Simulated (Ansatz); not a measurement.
`FC1[SiH2]S1` + H₂ → `C1[SiH2]S1` + H–F at 500 K and 1 bar (hydrogenolysis of a C–F bond).

Program: Ansatz. Geometries: PBE0-D4/def2-TZVP. ΔE: electronic, gas phase. CBS: MP2 limit from def2 TZ/QZ plus the TZ coupled-cluster correction, frozen cores. This one scheme is used for every species.

```json
{"species": "`FC1[SiH2]S1`", "CCSD(T)/CBS energy (Eh)": "-826.47756", "H − E (kJ/mol)": "131.6", "S (J/(mol·K))": "344.3"}
{"species": "H₂", "CCSD(T)/CBS energy (Eh)": "-1.17544", "H − E (kJ/mol)": "41.0", "S (J/(mol·K))": "145.5"}
{"species": "`C1[SiH2]S1`", "CCSD(T)/CBS energy (Eh)": "-727.30403", "H − E (kJ/mol)": "147.4", "S (J/(mol·K))": "318.9"}
{"species": "H–F", "CCSD(T)/CBS energy (Eh)": "-100.39570", "H − E (kJ/mol)": "39.4", "S (J/(mol·K))": "188.7"}
```

H − E and S are ideal-gas, rigid-rotor, harmonic terms from PBE0-D4/def2-TZVP, for one conformer and one mirror image of each species. The MP2-based limit puts H₂ 0.8 mEh under its directly extrapolated value; such offsets cancel only in part. 1 Eh = 2625.50 kJ/mol, R = 8.31446 J/(mol·K).

Q: By hand: ΔE, ΔH, ΔS and ΔG.

A: ΔE = (-727.30403) + (-100.39570) − (-826.47756) − (-1.17544) = -0.04673 Eh = -122.7 kJ/mol. Δ(H − E) = 147.4 + 39.4 − 131.6 − 41.0 = 14.2, so ΔH = -108.5 kJ/mol. ΔS = 318.9 + 188.7 − 344.3 − 145.5 = 17.8 J/(mol·K). ΔG = -108.5 − 500 × (17.8)/1000 = -117.4 kJ/mol.

Q: By hand: the equilibrium constant, and the temperature at which ΔG would vanish if ΔH and ΔS stayed fixed.

A: log₁₀ K = −ΔG/(RT ln 10) = 12.3. ΔH and −TΔS have one sign here, so there is no such temperature.

ΔH outweighs TΔS. A doubt of 5 kJ/mol in ΔE shifts log₁₀ K by 0.5 here. Other conformers and mirror images would add mixing entropy, several J/(mol·K) or more a flexible species. These are equilibria of isolated gas molecules and say nothing of rates. Largest T1 diagnostic: 0.014 (customary marks: 0.02 for closed shells, 0.045 for open ones).
